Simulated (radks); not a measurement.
Charge is removed step by step from the 3d up level of Zr19+, starting from [Ar] 3d(up 3, down 0). Calculated with a radial shooting solver on a logarithmic mesh with Libxc functionals: scalar-relativistic Kohn-Sham, PBEsol, spin-polarised, spherical densities, point nucleus.

removed (e),E - E(0) (eV),eigenvalue (eV),E minus straight line (eV)
0,0.000,-775.34,0.000
0.1,77.804,-781.03,-2.581
0.2,156.18,-786.74,-4.593
0.3,235.12,-792.47,-6.032
0.4,314.64,-798.20,-6.899
0.5,394.73,-803.95,-7.191
0.6,475.40,-809.71,-6.909
0.7,556.65,-815.48,-6.050
0.8,638.47,-821.27,-4.612
0.9,720.87,-827.07,-2.596
1,803.85,-832.88,0.000

Removing the whole electron costs 803.85 eV by Delta-SCF, against 775.34 eV from minus the eigenvalue at the starting occupation. Slater's transition state (half an electron removed) gives 803.95 eV. Integrating minus the eigenvalue over the occupation (Janak's theorem) gives 804.00 eV. In this scalar-relativistic scheme the density is built from large components alone, so the theorem holds only approximately. The mean slope of the eigenvalue, de/dn, is 57.5 eV per electron. Ionisation energy of Zr19+ in the NIST Atomic Spectra Database: 803 eV (theoretical).
